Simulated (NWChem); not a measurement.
Species: phosphorus nitride (PN); SMILES N#P

Program: NWChem. Pople sets run with spherical d functions. Each level has its own optimisation; frequencies are unscaled.

| level | r N–P (Å) | highest harmonic frequency (cm⁻¹) | zero-point energy (kcal/mol) | dipole (D) |
|---|---|---|---|---|
| Hartree-Fock/STO-3G | 1.459 | 1687 | 2.4 | 2.04 |
| Hartree-Fock/3-21G | 1.510 | 1459 | 2.1 | 2.36 |
| Hartree-Fock/6-31G* | 1.455 | 1591 | 2.3 | 2.92 |
| B3LYP/6-31G* | 1.495 | 1385 | 2.0 | 2.45 |
| LDA (Slater exchange, VWN5)/def2-SVP | 1.500 | 1367 | 2.0 | 2.39 |
| PBE/def2-SVP | 1.510 | 1338 | 1.9 | 2.33 |
| BLYP/def2-SVP | 1.512 | 1322 | 1.9 | 2.35 |
| PBE0/def2-SVP | 1.489 | 1432 | 2.0 | 2.54 |
